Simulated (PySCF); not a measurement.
A side-by-side comparison of computed properties.

First species: C7H7NS.
Bonds: C1–C2, C2–S3 (double), C2–C4, C4–C5 (aromatic), C5–C6 (aromatic), C6–C7 (aromatic), C7–N8 (aromatic), N8–C9 (aromatic), C4–C9 (aromatic). Hydrogens: H10, H11, H12 on C1; H13 on C5; H14 on C6; H15 on C7; H16 on C9.

Second species: C3H5FOSi.
SMILES: `O=C([SiH3])/C=C\F`

Levels: PBE0/def2-SVPD for dipole moment, HOMO energy, LUMO energy, HOMO–LUMO gap, static isotropic polarisability and electronic spatial extent ⟨r²⟩ about the centre of nuclear charge; TDDFT PBE0/def2-SVPD for lowest singlet excitation; TDA PBE0/def2-SVPD for lowest triplet excitation (Tamm–Dancoff); GFN2-xTB for rotational constant A and rotational constant C. Geometries: GFN2-xTB. Each structure is a single optimised conformer of the isolated species, non-relativistic unless stated. Electronic properties by PySCF.

The conformers computed, where there is a choice (atom-mapped SMILES and torsion angles):
- `[CH3:1][C:2](=[S:3])[c:4]1[cH:5][cH:6][cH:7][n:8][cH:9]1`: C1–C2–C4–C5 -164°
- `[O:1]=[C:2]([SiH3:3])/[CH:4]=[CH:5]\[F:6]`: O1–C2–C4–C5 180°

Q: Which of the two has the higher LUMO energy, and by how much?

A: The second: -2.13 eV against -2.82 eV, a difference of 0.69 eV.

Q: Which of the two has the higher dipole moment, and by how much?

A: The second: 2.97 D against 1.24 D, a difference of 1.73 D.

Q: Which of the two has the higher rotational constant C, and by how much?

A: The second: 1.538 GHz against 0.749 GHz, a difference of 0.789 GHz.

Q: Which has the higher HOMO energy?

A: The first: -6.54 eV against -7.12 eV, a difference of 0.58 eV.

Q: Which has the higher ⟨r²⟩?

A: The first: 1463 bohr² against 739 bohr², a difference of 724 bohr².

Q: Which has the higher T1 energy?

A: The second: 2.41 eV against 1.72 eV, a difference of 0.69 eV.

Q: Which of the two has the higher S1 energy, and by how much?

A: The second: 3.02 eV against 2.15 eV, a difference of 0.87 eV.

Q: Which of the two has the higher HOMO–LUMO gap, and by how much?

A: The second: 4.99 eV against 3.72 eV, a difference of 1.27 eV.

On the first: The polarisability is 16.70 Å³ as a volume (1 au = 0.148185 Å³), or 1.56 au for each of the 72 electrons. The vertical singlet–triplet gap S1 − T1 is 0.43 eV (TDDFT singlet less Tamm–Dancoff triplet; S1: HOMO→LUMO, weight 0.98; T1: HOMO→LUMO, weight 0.97).

On the second: The polarisability is 10.11 Å³ as a volume (1 au = 0.148185 Å³), or 1.26 au for each of the 54 electrons. A dipole of 2.97 D is allowed in Cs, and pure rotational transitions are dipole-allowed.
